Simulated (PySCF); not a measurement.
# Correlation energy of Ce⁴⁰⁺ (cerium, charge +40)

Starting occupation: [Ar]. Calculation: PySCF 2.14, in an uncontracted even-tempered set (18 s from 2.9 bohr⁻², ratio 2.6; 14 p from 3.8 bohr⁻², ratio 2.6; 5 d from 3.9 bohr⁻², ratio 2.8; 3 f from 66 bohr⁻², ratio 2.8); X2C-1e with screened-nucleus spin-orbit coupling, Gaussian nucleus. Frozen: [Ne]; 8 electrons correlated; the 62 highest virtual spinors left out.

MP2 pair energies summed by pair of shells (mhartree):

```json
{"pair": "3p3/2-3p3/2", "energy": "-174.52", "share (%)": "41.4"}
{"pair": "3p1/2-3p3/2", "energy": "-156.24", "share (%)": "37.1"}
{"pair": "3p1/2-3p1/2", "energy": "-40.81", "share (%)": "9.7"}
{"pair": "3p3/2-3s1/2", "energy": "-22.98", "share (%)": "5.5"}
{"pair": "3s1/2-3s1/2", "energy": "-14.55", "share (%)": "3.5"}
{"pair": "3p1/2-3s1/2", "energy": "-12.22", "share (%)": "2.9"}
```

Total MP2 correlation energy: -421.32 mhartree.

The virtual space was cut to 50 spinors, which keep -406.60 of the -421.32 mhartree of MP2 correlation.

```tsv
level	correlation energy (mhartree)
CCSD	-448.16
(T)	-2.25
CCSD(T)	-450.41
```

Diagnostics: T1 = 0.00027, largest double amplitude 0.039.

**Question.** Is a single reference adequate?

**Answer.** Yes: T1 lies below 0.03 and no double amplitude reaches 0.07.

The coupled-cluster values are those of the cut space; adding the MP2 remainder, -14.72 mhartree, estimates the full space.

At this charge the one-electron X2C treatment keeps the bare 1/r₁₂, with no two-electron picture change or Breit term. The effect here is smaller than on the frozen 1s shell.
